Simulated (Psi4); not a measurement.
C2H5S (SMILES [CH2-]SC), charge -1, singlet, geometry from GFN2-xTB (a gas-phase anion, which may not be bound at this level). Base run: Psi4 with PBE0/def2-SVP.

Psi4 was given this input:
```
memory 2 GB

molecule mol {
-1 1
C     0.000708    1.571299   -0.363228
S    -0.000991    0.130738    0.536576
C     0.000784   -1.561197   -0.442108
H     0.907034    1.716463   -0.964811
H    -0.903377    1.716504   -0.968163
H    -0.000609   -2.352947    0.300181
H    -0.891040   -1.616197   -1.061855
H     0.894894   -1.616237   -1.058548
}

set {
  basis def2-svp
  reference rks
}

energy('pbe0')
print_variables()
```

Each row names what was changed in the base input (with any setting that the change needs).

```csv
change,basis functions,E (Eh)
base,71,-476.92349
basis = cc-pVDZ-DK; relativity = none (with scf_type pk),71,-476.86378
basis = cc-pVDZ-DK; relativity = spin-free X2C (with scf_type pk),71,-478.23007
basis = cc-pVTZ-DK; relativity = none (with scf_type pk),164,-476.88866
basis = cc-pVTZ-DK; relativity = spin-free X2C (with scf_type pk),164,-478.28438
```

Totals shift with the method and basis; they matter in differences.

A gas-phase anion may not be bound at this level; its values then depend on the basis.

Basis sets contracted for a relativistic Hamiltonian are a mismatch without it, so the rows without relativity aren't non-relativistic limits. No row has spin-orbit coupling; sets with core potentials leave out the core electrons.
